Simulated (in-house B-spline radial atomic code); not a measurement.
Inner levels of bismuth as electrons are removed. A shift is the extra binding of the orbital against the neutral atom ([Xe] 4f14 5d10 6s2 6p1/2(2) 6p3/2(1)). The density at the nucleus is averaged over the nuclear charge. Computed with a B-spline radial code for spherical atoms: Dirac-Hartree-Fock, jj configuration that fills j = l - 1/2 first, finite nuclei.

A number in brackets counts the electrons of a j subshell.

| ion | configuration | shift of 3p1/2 (eV) | shift of 2p3/2 (eV) | shift of 2s1/2 (eV) | radius of 3p1/2 (bohr) | radius of 2p3/2 (bohr) | radius of 2s1/2 (bohr) | Σ<r²> (bohr²) | change of density at nucleus (bohr⁻³) |
| --- | --- | --- | --- | --- | --- | --- | --- | --- | --- |
| Bi | [Xe] 4f14 5d10 6s2 6p1/2(2) 6p3/2(1) | 0 | 0 | 0 | 0.16151 | 0.062962 | 0.065752 | 74.39 | - |
| Bi+ | [Xe] 4f14 5d10 6s2 6p1/2(2) | ? | ? | ? | ? | ? | ? | ? | ? |
| Bi2+ | [Xe] 4f14 5d10 6s2 6p1/2(1) | 17.85 | 17.895 | 17.903 | 0.16151 | 0.062962 | 0.065752 | 49.11 | 74.51 |
| Bi3+ | [Xe] 4f14 5d10 6s2 | ? | ? | ? | ? | ? | ? | ? | ? |
| Bi4+ | [Xe] 4f14 5d10 6s1 | ? | ? | ? | ? | ? | ? | ? | ? |
| Bi5+ | [Xe] 4f14 5d10 | 55.527 | 55.748 | 55.667 | 0.16152 | 0.062962 | 0.065752 | 30.986 | -571.1 |
| Bi6+ | [Xe] 4f14 5d3/2(4) 5d5/2(5) | 75.837 | 76.16 | 76.121 | 0.16151 | 0.062961 | 0.065752 | 28.528 | -514.76 |
| Bi7+ | [Xe] 4f14 5d3/2(4) 5d5/2(4) | 97.165 | 97.631 | 97.637 | 0.16151 | 0.062961 | 0.065752 | 26.302 | -450.19 |
| Bi8+ | [Xe] 4f14 5d3/2(4) 5d5/2(3) | 119.46 | 120.11 | 120.16 | 0.1615 | 0.06296 | 0.065751 | 24.266 | -378.04 |
| Bi9+ | [Xe] 4f14 5d3/2(4) 5d5/2(2) | 142.67 | 143.55 | 143.66 | 0.1615 | 0.06296 | 0.065751 | 22.389 | -298.16 |
| Bi10+ | [Xe] 4f14 5d3/2(4) 5d5/2(1) | 166.76 | 167.93 | 168.1 | 0.16149 | 0.062959 | 0.065751 | 20.646 | -211.13 |
| Bi11+ | [Xe] 4f14 5d3/2(4) | 191.71 | 193.21 | 193.44 | 0.16148 | 0.062958 | 0.06575 | 19.02 | -116.75 |

Task: Fill in the row of Bi+.

Result: shift of 3p1/2 (eV): 7.9596; shift of 2p3/2 (eV): 7.9509; shift of 2s1/2 (eV): 7.96; radius of 3p1/2 (bohr): 0.16151; radius of 2p3/2 (bohr): 0.062962; radius of 2s1/2 (bohr): 0.065752; Σ<r²> (bohr²): 58.97; change of density at nucleus (bohr⁻³): 41.63.

Task: Fill in the row of Bi3+.

Result: shift of 3p1/2 (eV): 28.808; shift of 2p3/2 (eV): 28.935; shift of 2s1/2 (eV): 28.939; radius of 3p1/2 (bohr): 0.16152; radius of 2p3/2 (bohr): 0.062962; radius of 2s1/2 (bohr): 0.065752; Σ<r²> (bohr²): 41.302; change of density at nucleus (bohr⁻³): 107.

Task: Fill in the row of Bi4+.

Result: shift of 3p1/2 (eV): 41.787; shift of 2p3/2 (eV): 41.953; shift of 2s1/2 (eV): 41.918; radius of 3p1/2 (bohr): 0.16152; radius of 2p3/2 (bohr): 0.062962; radius of 2s1/2 (bohr): 0.065752; Σ<r²> (bohr²): 35.828; change of density at nucleus (bohr⁻³): -202.99.
